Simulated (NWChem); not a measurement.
System: CaHSBr; SMILES [SH][Ca][Br]

Input file for NWChem:

```
start job
memory heap 200 mb stack 900 mb global 1100 mb
geometry units angstroms noautoz
  Ca     0.357115     0.621203    -0.011230
  Br    -0.481388    -1.855901     0.008580
  S      0.538501     3.189296    -0.013431
  H     -0.794485     3.420278    -0.001100
end
basis spherical
  * library def2-svp
end
dft
  xc xpbe96 cpbe96
  iterations 150
  vectors input atomic output neutral.movecs
end
task dft energy
charge 1
dft
  odft
  mult 2
  vectors input atomic output cation.movecs
end
task dft energy
```

Output (shortened):

```
             Northwest Computational Chemistry Package (NWChem) 7.3.0
             --------------------------------------------------------

 C1  symmetry detected

                             Geometry "geometry" -> ""
                             -------------------------

 Output coordinates in angstroms (scale by  1.889725989 to convert to a.u.)

  No.       Tag          Charge          X              Y              Z
 ---- ---------------- ---------- -------------- -------------- --------------
    1 Ca                  20.0000     0.25170907     0.66118874    -0.00125130
    2 Br                  35.0000    -0.05488188    -1.93602574     0.00045504
    3 S                   16.0000    -0.10361367     3.21104092     0.00139073
    4 H                    1.0000    -1.45549666     3.16047123    -0.01315195

 Effective nuclear repulsion energy (a.u.)     278.2458671919

  pbe96 is a nonlocal functional; adding pw91lda local functional.

                                 NWChem DFT Module
                                 -----------------

 Summary of "ao basis" -> "ao basis" (spherical)
 ------------------------------------------------------------------------------
       Tag                 Description            Shells   Functions and Types
 ---------------- ------------------------------  ------  ---------------------
 Ca                         def2-svp                10       24   5s3p2d
 Br                         def2-svp                12       32   5s4p3d
 S                          def2-svp                 8       18   4s3p1d
 H                          def2-svp                 3        5   2s1p

            General Information
            -------------------
          SCF calculation type: DFT
          Wavefunction type:  closed shell.
          No. of atoms     :     4
          No. of electrons :    72
           Alpha electrons :    36
            Beta electrons :    36
          Charge           :     0
          Spin multiplicity:     1
          Use of symmetry is: off; symmetry adaption is: off
          Maximum number of iterations: 150
          AO basis - number of functions:    79
                     number of shells:    33
          Convergence on energy requested:  1.00D-06
          Convergence on density requested:  1.00D-05
          Convergence on gradient requested:  5.00D-04

              XC Information
              --------------
          PerdewBurkeErnzerhof Exchange Functional  1.000
            Perdew 1991 LDA Correlation Functional  1.000 local
           PerdewBurkeErnz. Correlation Functional  1.000 non-local

             Grid Information
             ----------------
          Grid used for XC integration:  medium
          Radial quadrature: Mura-Knowles
          Angular quadrature: Lebedev.
          Tag              B.-S. Rad. Rad. Pts. Rad. Cut. Ang. Pts.
          ---              ---------- --------- --------- ---------
          Ca                  1.80      112          11.0       590
          Br                  1.15      112          13.0       590
          S                   1.00       88          12.0       590
          H                   0.35       45          12.0       434
          Grid pruning is: on
          Number of quadrature shells:   357
          Spatial weights used:  Erf1

      Superposition of Atomic Density Guess
      -------------------------------------

 Sum of atomic energies:       -3646.59310993

      Non-variational initial energy
      ------------------------------

 Total energy =   -3646.883064
 1-e energy   =   -5612.783099
 2-e energy   =    1687.654168
 HOMO         =      -0.331100
 LUMO         =      -0.099990

   convergence    iter        energy       DeltaE   RMS-Dens  Diis-err
 ---------------- ----- ----------------- --------- --------- ---------
 d= 0,ls=0.0,diis     1  -3649.2914582539 -3.93D+03  2.44D-02  5.30D-01
 d= 0,ls=0.0,diis     2  -3649.0767574526  2.15D-01  1.89D-02  1.66D+00
 d= 0,ls=0.0,diis     3  -3649.3556316975 -2.79D-01  4.70D-03  4.22D-02
 d= 0,ls=0.0,diis     4  -3649.3642499313 -8.62D-03  1.17D-03  6.94D-03
 d= 0,ls=0.0,diis     5  -3649.3654837537 -1.23D-03  3.04D-04  3.25D-04
  Resetting Diis
 d= 0,ls=0.0,diis     6  -3649.3655371976 -5.34D-05  8.98D-05  2.53D-05
 d= 0,ls=0.0,diis     7  -3649.3655419094 -4.71D-06  4.68D-05  2.43D-06
 d= 0,ls=0.0,diis     8  -3649.3655415054  4.04D-07  2.94D-05  4.74D-06
 d= 0,ls=0.0,diis     9  -3649.3655423045 -7.99D-07  3.15D-06  4.33D-08

         Total DFT energy =    -3649.365542304486
      One electron energy =    -5617.837945138336
           Coulomb energy =     1843.055716370512
    Exchange-Corr. energy =     -152.829180728589
 Nuclear repulsion energy =      278.245867191927

 Numeric. integr. density =       72.000007163341

                       DFT Final Molecular Orbital Analysis
                       ------------------------------------

 Vector   34  Occ=2.000000D+00  E=-2.372572D-01
              MO Center= -3.5D-02, -1.8D+00,  3.1D-04, r^2= 1.9D+00
   Bfn.  Coefficient  Atom+Function         Bfn.  Coefficient  Atom+Function
  ----- ------------  ---------------      ----- ------------  ---------------
    41      0.569026  2 Br pz                38      0.501645  2 Br pz
    35     -0.337686  2 Br pz                16     -0.110035  1 Ca d -1
    32      0.109937  2 Br pz                21     -0.092102  1 Ca d -1
    14      0.083969  1 Ca pz                11     -0.058874  1 Ca pz
    66     -0.033853  3 S  pz                69     -0.029142  3 S  pz

 Vector   35  Occ=2.000000D+00  E=-2.159202D-01
              MO Center= -1.3D-01,  2.5D+00,  7.5D-04, r^2= 4.5D+00
   Bfn.  Coefficient  Atom+Function         Bfn.  Coefficient  Atom+Function
  ----- ------------  ---------------      ----- ------------  ---------------
    68      0.559692  3 S  py                65      0.396348  3 S  py
    62      0.230678  3 S  py                10      0.208257  1 Ca py
    40      0.194680  2 Br py                 4     -0.185807  1 Ca s
    37      0.168417  2 Br py                13     -0.145935  1 Ca py
     3      0.116914  1 Ca s                 34     -0.113794  2 Br py

 Vector   36  Occ=2.000000D+00  E=-2.020524D-01
              MO Center= -1.0D-01,  3.0D+00,  8.6D-04, r^2= 2.1D+00
   Bfn.  Coefficient  Atom+Function         Bfn.  Coefficient  Atom+Function
  ----- ------------  ---------------      ----- ------------  ---------------
    69      0.599377  3 S  pz                66      0.417406  3 S  pz
    63      0.242311  3 S  pz                14      0.137438  1 Ca pz
    16      0.120190  1 Ca d -1              21      0.110878  1 Ca d -1
    41      0.085289  2 Br pz                11     -0.083159  1 Ca pz
    38      0.049232  2 Br pz                35     -0.035481  2 Br pz

 Vector   37  Occ=0.000000D+00  E=-1.026906D-01
              MO Center=  4.9D-01,  7.0D-01, -2.5D-03, r^2= 5.0D+00
   Bfn.  Coefficient  Atom+Function         Bfn.  Coefficient  Atom+Function
  ----- ------------  ---------------      ----- ------------  ---------------
     4      0.758614  1 Ca s                  3     -0.392099  1 Ca s
    19      0.360785  1 Ca d  2               5      0.255094  1 Ca s
    17      0.180029  1 Ca d  0              24      0.137507  1 Ca d  2
    60     -0.113238  3 S  s                 12      0.101450  1 Ca px
    28     -0.099301  2 Br s                 59     -0.095351  3 S  s

 Vector   38  Occ=0.000000D+00  E=-5.996641D-02
              MO Center=  3.4D-01,  7.0D-01, -2.5D-03, r^2= 2.5D+00
   Bfn.  Coefficient  Atom+Function         Bfn.  Coefficient  Atom+Function
  ----- ------------  ---------------      ----- ------------  ---------------
    17      0.681844  1 Ca d  0              22      0.360104  1 Ca d  0
    19     -0.357701  1 Ca d  2              24     -0.184514  1 Ca d  2
    15     -0.109751  1 Ca d -2              12     -0.102317  1 Ca px
    76     -0.098345  4 H  s                 67     -0.080286  3 S  px
    60      0.073409  3 S  s                 20     -0.058163  1 Ca d -2

 Vector   39  Occ=0.000000D+00  E=-5.951266D-02
              MO Center=  3.5D-01,  6.6D-01, -1.8D-03, r^2= 2.3D+00
   Bfn.  Coefficient  Atom+Function         Bfn.  Coefficient  Atom+Function
  ----- ------------  ---------------      ----- ------------  ---------------
    18      0.787087  1 Ca d  1              23      0.412188  1 Ca d  1
    14     -0.089734  1 Ca pz                11      0.037707  1 Ca pz
    16     -0.025251  1 Ca d -1

     Multipole analysis of the density
     ---------------------------------

     L   x y z        total         alpha         beta         nuclear
     -   - - -        -----         -----         ----         -------
     0   0 0 0     -0.000000    -36.000000    -36.000000     72.000000

     1   1 0 0      0.442972      0.221486      0.221486      0.000000
     1   0 1 0      0.156363      0.078182      0.078182      0.000000
     1   0 0 1     -0.007042     -0.003521     -0.003521     -0.000000

     2   2 0 0    -31.994664    -22.537402    -22.537402     13.080141
     2   1 1 0     -0.662227      4.804058      4.804058    -10.270342
     2   1 0 1      0.028855     -0.002827     -0.002827      0.034510
     2   0 2 0    -54.881765   -589.689563   -589.689563   1124.497361
     2   0 1 1     -0.027014      0.017732      0.017732     -0.062478
     2   0 0 2    -35.381165    -17.691015    -17.691015      0.000866

                                 NWChem DFT Module
                                 -----------------

[...]
```

Level: PBE/def2-SVP, vertical spin-unrestricted ions. The geometry was optimised at PBE0/def2-SVP.
